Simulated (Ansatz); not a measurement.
GaGeH₁₀NSi₂, SMILES `[GaH2][NH][SiH2][SiH2][GeH3]`, 15 atoms. Charge 0, multiplicity 1. Correlated methods include outer-core shells of Ga, Ge, which these sets cover unevenly. Scalar relativity is left out up to krypton. Hardware: A = 2 threads of an AMD EPYC 7R13 on a shared host and a share of an NVIDIA H100 80 GB; B = 2 threads of an AMD EPYC 7R13 on a shared host. Correlated methods freeze the cores. Open-shell runs search over several starts.

(1) Give the basis size and wall time and peak host memory of each of these runs in Ansatz. UKS r2SCAN-D4/def2-TZVPP energy of the cation [A]; RKS PBE0-D4/def2-SVP energy [B]; UKS PBE0-D4/def2-TZVPP energy of the cation [A]; UKS PBE-D4/def2-TZVPP energy of the cation [A]; RKS ωB97M-V/def2-SVP energy [B]; UKS B2PLYP (frozen core)/def2-TZVPP energy of the cation [A]; UHF-CCSD(T)/def2-TZVPP energy of the cation [A]; RKS ωB97M-V/def2-QZVPP energy [A]; RHF-CCSD(T)/def2-SVP energy [A]; RKS r2SCAN-D4/def2-TZVPP energy and forces [A]; RKS HSE06 (plane-wave form)-D4/def2-TZVPP energy [A]; UHF-MP2/def2-QZVPP energy of the cation [A]. (An estimate is asked.)

Results:

(1) Ansatz gave: Other jobs shared the machine, so times are rough.

| level | job | functions | wall time | peak host memory (GiB) |
| --- | --- | --- | --- | --- |
| RKS HSE06 (plane-wave form)-D4/def2-TZVPP | energy [A] | 351 | 3.5 s | 0.92 |
| RKS r2SCAN-D4/def2-TZVPP | energy and forces [A] | 351 | 3.9 s | 0.93 |
| RHF-CCSD(T)/def2-SVP | energy [A] | 164 | 4 s | 0.81 |
| RKS PBE0-D4/def2-SVP | energy [B] | 164 | 5.5 s | 0.79 |
| UKS B2PLYP (frozen core)/def2-TZVPP | energy of the cation [A] | 351 | 5.5 s | 1.6 |
| UKS PBE0-D4/def2-TZVPP | energy of the cation [A] | 351 | 5.5 s | 0.96 |
| RKS ωB97M-V/def2-QZVPP | energy [A] | 675 | 6 s | 1.4 |
| UKS PBE-D4/def2-TZVPP | energy of the cation [A] | 351 | 6 s | 0.98 |
| UKS r2SCAN-D4/def2-TZVPP | energy of the cation [A] | 351 | 7.5 s | 1.1 |
| RKS ωB97M-V/def2-SVP | energy [B] | 164 | 16 s | 0.86 |
| UHF-MP2/def2-QZVPP | energy of the cation [A] | 675 | 49 s | 1.5 |
| UHF-CCSD(T)/def2-TZVPP | energy of the cation [A] | 351 | 2.1 min | 1.6 |
